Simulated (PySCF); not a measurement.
PySCF input (PBE0/6-311++G(2d,2p)):

```python
import numpy as np, basis_set_exchange as bse
from pyscf import gto, scf, dft, df

basis = {'C': gto.basis.parse(bse.get_basis('6-311++G(2d,2p)', elements=['C'], fmt='nwchem')), 'F': gto.basis.parse(bse.get_basis('6-311++G(2d,2p)', elements=['F'], fmt='nwchem')), 'H': gto.basis.parse(bse.get_basis('6-311++G(2d,2p)', elements=['H'], fmt='nwchem'))}
mol = gto.M(
    atom='''
    C    -1.47569558   -0.01860771    0.05623404
    C     0.02456209    0.00030971   -0.00093598
    F     0.57561323   -0.14119011    1.22370738
    F     0.51041987   -0.99733921   -0.77039669
    F     0.49302681    1.15844039   -0.51348362
    H    -1.80760350   -0.96697818    0.47425872
    H    -1.82185618    0.79956731    0.68478517
    H    -1.87527863    0.09799915   -0.94927591
    ''',
    basis=basis,
    charge=0,
    verbose=4,
    max_memory=8640,
)
mf = dft.RKS(mol, xc='pbe0')
mf.grids.level = 3
mf = mf.density_fit(auxbasis=df.autoaux(mol))
mf.conv_tol = 1e-9
mf.max_cycle = 100
scf.hf.overlap_zero_eigenvalue_threshold = 1e-5
print('smallest overlap eigenvalue', np.linalg.eigvalsh(mol.intor('int1e_ovlp'))[0])
mf.kernel()
dip = mf.dip_moment()
```

Output:

```
PySCF version 2.14.0

[INPUT] verbose = 4
[INPUT] num. atoms = 8
[INPUT] num. electrons = 42
[INPUT] charge = 0
[INPUT] spin (= nelec alpha-beta = 2S) = 0
[INPUT] symmetry False subgroup None
[INPUT] Mole.unit = angstrom
[INPUT] Symbol           X                Y                Z      unit          X                Y                Z       unit  Magmom
[INPUT]  1 C     -1.475695580000  -0.018607710000   0.056234040000 AA   -2.788660489431  -0.035163475705   0.106266934478 Bohr   0.0
[INPUT]  2 C      0.024562090000   0.000309710000  -0.000935980000 AA    0.046415623147   0.000585267078  -0.001768745858 Bohr   0.0
[INPUT]  3 F      0.575613230000  -0.141190110000   1.223707380000 AA    1.087751358376  -0.266810639397   2.312471804809 Bohr   0.0
[INPUT]  4 F      0.510419870000  -0.997339210000  -0.770396690000 AA    0.964553762836  -1.884697960190  -1.455838751371 Bohr   0.0
[INPUT]  5 F      0.493026810000   1.158440390000  -0.513483620000 AA    0.931685642968   2.189135068734  -0.970343411250 Bohr   0.0
[INPUT]  6 H     -1.807603500000  -0.966978180000   0.474258720000 AA   -3.415875556805  -1.827323928630   0.896219092987 Bohr   0.0
[INPUT]  7 H     -1.821856180000   0.799567310000   0.684785170000 AA   -3.442809218546   1.510963234055   1.294056425464 Bohr   0.0
[INPUT]  8 H     -1.875278630000   0.097999150000  -0.949275910000 AA   -3.543763017950   0.185191553940  -1.793871486547 Bohr   0.0

nuclear repulsion = 201.009515025896
number of shells = 73
number of NR pGTOs = 236
number of NR cGTOs = 165
basis = {'C': [[0, [4563.24, 0.00196665], [682.024, 0.0152306], [154.973, 0.0761269], [44.4553, 0.260801], [13.029, 0.616462], [1.82773, 0.221006]], [0, [20.9642, 0.11466], [4.80331, 0.919999], [1.45933, -0.00303068]], [0, [0.483456, 1.0]], [0, [0.145585, 1.0]], [0, [0.0438, 1.0]], [1, [20.9642, 0.0402487], [4.80331, 0.237594], [1.45933, 0.815854]], [1, [0.483456, 1.0]], [1, [0.145585, 1.0]], [1, [0.0438, 1.0]], [2, [1.252, 1.0]], [2, [0.313, 1.0]]], 'F': [[0, [11427.1, 0.00180093], [1722.35, 0.0137419], [395.746, 0.0681334], [115.139, 0.233325], [33.6026, 0.589086], [4.91901, 0.299505]], [0, [55.4441, 0.114536], [12.6323, 0.920512], [3.71756, -0.00337804]], [0, [1.16545, 1.0]], [0, [0.321892, 1.0]], [0, [0.1076, 1.0]], [1, [55.4441, 0.0354609], [12.6323, 0.237451], [3.71756, 0.820458]], [1, [1.16545, 1.0]], [1, [0.321892, 1.0]], [1, [0.1076, 1.0]], [2, [3.5, 1.0]], [2, [0.875, 1.0]]], 'H': [[0, [33.865, 0.0254938], [5.09479, 0.190373], [1.15879, 0.852161]], [0, [0.32584, 1.0]], [0, [0.102741, 1.0]], [0, [0.036, 1.0]], [1, [1.5, 1.0]], [1, [0.375, 1.0]]]}
ecp = {}
ETB for C: l = 0, exps = 0.0876 * 1.8^n , n = 0..15
ETB for C: l = 1, exps = 0.0876 * 1.8^n , n = 0..13
ETB for C: l = 2, exps = 0.0876 * 1.8^n , n = 0..12
ETB for C: l = 3, exps = 0.3568 * 2.2^n , n = 0..3
ETB for F: l = 0, exps = 0.2152 * 1.8^n , n = 0..15
ETB for F: l = 1, exps = 0.2152 * 1.8^n , n = 0..12
ETB for F: l = 2, exps = 0.2152 * 1.8^n , n = 0..11
ETB for F: l = 3, exps = 0.9826 * 2.2^n , n = 0..3
ETB for H: l = 0, exps = 0.072 * 1.8^n , n = 0..12
ETB for H: l = 1, exps = 0.411 * 2^n , n = 0..3
ETB for H: l = 2, exps = 0.75 * 2.2^n , n = 0..2
smallest overlap eigenvalue 0.0001354942913381657

******** <class 'pyscf.df.df_jk.DFRKS'> ********
method = DFRKS
initial guess = minao
damping factor = 0
level_shift factor = 0
DIIS = <class 'pyscf.scf.diis.CDIIS'>
diis_start_cycle = 1
diis_space = 8
diis_damp = 0
SCF conv_tol = 1e-09
SCF conv_tol_grad = None
SCF max_cycles = 100
direct_scf = False
XC library pyscf.dft.libxc version 7.1.2
    S. Lehtola, C. Steigemann, M. J. T. Oliveira, and M. A. L. Marques,  SoftwareX 7, 1–5 (2018)
XC functionals = pbe0
    C. Adamo and V. Barone,  J. Chem. Phys. 110, 6158 (1999)
    M. Ernzerhof and G. E. Scuseria,  J. Chem. Phys. 110, 5029 (1999)
radial grids:
    Treutler-Ahlrichs [JCP 102, 346 (1995); DOI:10.1063/1.469408] (M4) radial grids

becke partition: Becke, JCP 88, 2547 (1988); DOI:10.1063/1.454033
pruning grids: <function nwchem_prune>
grids dens level: 3
symmetrized grids: False
atomic radii adjust function: <function treutler_atomic_radii_adjust>
small_rho_cutoff = 0
Set gradient conv threshold to 3.16228e-05
Initial guess from minao.
tot grids = 100448
******** <class 'pyscf.df.df.DF'> ********
auxbasis = {'C': [[0, [np.float64(591.0057180034255), 1]], [0, [np.float64(328.3365100019031), 1]], [0, [np.float64(182.40917222327948), 1]], [0, [np.float64(101.33842901293305), 1]], [0, [np.float64(56.29912722940724), 1]], [0, [np.float64(31.277292905226247), 1]], [0, [np.float64(17.376273836236802), 1]], [0, [np.float64(9.653485464576002), 1]], [0, [np.float64(5.363047480320001), 1]], [0, [np.float64(2.9794708224), 1]], [0, [np.float64(1.6552615680000002), 1]], [0, [np.float64(0.91958976), 1]], [0, [np.float64(0.5108832000000001), 1]], [0, [np.float64(0.283824), 1]], [0, [np.float64(0.15768), 1]], [0, [np.float64(0.0876), 1]], [1, [np.float64(182.40917222327948), 1]], [1, [np.float64(101.33842901293305), 1]], [1, [np.float64(56.29912722940724), 1]], [1, [np.float64(31.277292905226247), 1]], [1, [np.float64(17.376273836236802), 1]], [1, [np.float64(9.653485464576002), 1]], [1, [np.float64(5.363047480320001), 1]], [1, [np.float64(2.9794708224), 1]], [1, [np.float64(1.6552615680000002), 1]], [1, [np.float64(0.91958976), 1]], [1, [np.float64(0.5108832000000001), 1]], [1, [np.float64(0.283824), 1]], [1, [np.float64(0.15768), 1]], [1, [np.float64(0.0876), 1]], [2, [np.float64(101.33842901293305), 1]], [2, [np.float64(56.29912722940724), 1]], [2, [np.float64(31.277292905226247), 1]], [2, [np.float64(17.376273836236802), 1]], [2, [np.float64(9.653485464576002), 1]], [2, [np.float64(5.363047480320001), 1]], [2, [np.float64(2.9794708224), 1]], [2, [np.float64(1.6552615680000002), 1]], [2, [np.float64(0.91958976), 1]], [2, [np.float64(0.5108832000000001), 1]], [2, [np.float64(0.283824), 1]], [2, [np.float64(0.15768), 1]], [2, [np.float64(0.0876), 1]], [3, [np.float64(3.7992064000000014), 1]], [3, [np.float64(1.7269120000000002), 1]], [3, [np.float64(0.7849600000000001), 1]], [3, [np.float64(0.3568), 1]]], 'F': [[0, [np.float64(1451.8770606659496), 1]], [0, [np.float64(806.5983670366387), 1]], [0, [np.float64(448.1102039092437), 1]], [0, [np.float64(248.95011328291318), 1]], [0, [np.float64(138.3056184905073), 1]], [0, [np.float64(76.83645471694851), 1]], [0, [np.float64(42.68691928719361), 1]], [0, [np.float64(23.714955159552005), 1]], [0, [np.float64(13.174975088640002), 1]], [0, [np.float64(7.319430604800001), 1]], [0, [np.float64(4.066350336), 1]], [0, [np.float64(2.25908352), 1]], [0, [np.float64(1.2550464000000001), 1]], [0, [np.float64(0.6972480000000001), 1]], [0, [np.float64(0.38736000000000004), 1]], [0, [np.float64(0.2152), 1]], [1, [np.float64(248.95011328291318), 1]], [1, [np.float64(138.3056184905073), 1]], [1, [np.float64(76.83645471694851), 1]], [1, [np.float64(42.68691928719361), 1]], [1, [np.float64(23.714955159552005), 1]], [1, [np.float64(13.174975088640002), 1]], [1, [np.float64(7.319430604800001), 1]], [1, [np.float64(4.066350336), 1]], [1, [np.float64(2.25908352), 1]], [1, [np.float64(1.2550464000000001), 1]], [1, [np.float64(0.6972480000000001), 1]], [1, [np.float64(0.38736000000000004), 1]], [1, [np.float64(0.2152), 1]], [2, [np.float64(138.3056184905073), 1]], [2, [np.float64(76.83645471694851), 1]], [2, [np.float64(42.68691928719361), 1]], [2, [np.float64(23.714955159552005), 1]], [2, [np.float64(13.174975088640002), 1]], [2, [np.float64(7.319430604800001), 1]], [2, [np.float64(4.066350336), 1]], [2, [np.float64(2.25908352), 1]], [2, [np.float64(1.2550464000000001), 1]], [2, [np.float64(0.6972480000000001), 1]], [2, [np.float64(0.38736000000000004), 1]], [2, [np.float64(0.2152), 1]], [3, [np.float64(10.462724800000004), 1]], [3, [np.float64(4.755784000000001), 1]], [3, [np.float64(2.1617200000000003), 1]], [3, [np.float64(0.9826), 1]]], 'H': [[0, [np.float64(83.2918594626847), 1]], [0, [np.float64(46.27325525704705), 1]], [0, [np.float64(25.707364031692805), 1]], [0, [np.float64(14.281868906496003), 1]], [0, [np.float64(7.934371614720002), 1]], [0, [np.float64(4.4079842304), 1]], [0, [np.float64(2.448880128), 1]], [0, [np.float64(1.36048896), 1]], [0, [np.float64(0.7558271999999999), 1]], [0, [np.float64(0.419904), 1]], [0, [np.float64(0.23328), 1]], [0, [np.float64(0.1296), 1]], [0, [np.float64(0.072), 1]], [1, [np.float64(3.288), 1]], [1, [np.float64(1.644), 1]], [1, [np.float64(0.822), 1]], [1, [np.float64(0.411), 1]], [2, [np.float64(3.630000000000001), 1]], [2, [np.float64(1.6500000000000001), 1]], [2, [np.float64(0.75), 1]]]}
init E= -377.851433191448
  HOMO = -0.410888569649462  LUMO = -0.00935256836210741  gap/eV = 10.92635
cycle= 1 E= -377.190045682744  delta_E= 0.661  |g|= 0.876  |ddm|= 2.12
  HOMO = -0.364481608848543  LUMO = -0.0017708227247617  gap/eV = 9.86986
cycle= 2 E= -377.060431980922  delta_E= 0.13  |g|= 1.31  |ddm|=    1
  HOMO = -0.401388834604482  LUMO = -0.000518354032074342  gap/eV = 10.90824
cycle= 3 E= -377.316154596316  delta_E= -0.256  |g|= 0.064  |ddm|= 0.583
  HOMO = -0.407403767811024  LUMO = -0.00157481229469525  gap/eV = 11.04317
cycle= 4 E= -377.316819662552  delta_E= -0.000665  |g|= 0.0319  |ddm|= 0.058
  HOMO = -0.405828567586427  LUMO = -0.000678631965620013  gap/eV = 11.02469
cycle= 5 E= -377.317037539222  delta_E= -0.000218  |g|= 0.00263  |ddm|= 0.0198
  HOMO = -0.405643730303951  LUMO = -0.000746413474224994  gap/eV = 11.01782
cycle= 6 E= -377.317038817594  delta_E= -1.28e-06  |g|= 0.000482  |ddm|= 0.0019
  HOMO = -0.405759731721452  LUMO = -0.000751039134954112  gap/eV = 11.02085
cycle= 7 E= -377.317038859142  delta_E= -4.15e-08  |g|= 0.000211  |ddm|= 0.000422
  HOMO = -0.405724674697287  LUMO = -0.000749066993652292  gap/eV = 11.01995
cycle= 8 E= -377.317038866996  delta_E= -7.85e-09  |g|= 1.87e-05  |ddm|= 0.000136
  HOMO = -0.405726122895249  LUMO = -0.000749467217740829  gap/eV = 11.01998
cycle= 9 E= -377.317038867067  delta_E= -7.06e-11  |g|= 2.83e-06  |ddm|= 1.73e-05
  HOMO = -0.405725630421969  LUMO = -0.000749437871025549  gap/eV = 11.01996
Extra cycle  E= -377.31703886707  delta_E= -2.61e-12  |g|= 2.13e-06  |ddm|= 3.08e-06
converged SCF energy = -377.31703886707
Dipole moment(X, Y, Z, Debye): -2.43857, -0.03076,  0.09294
```
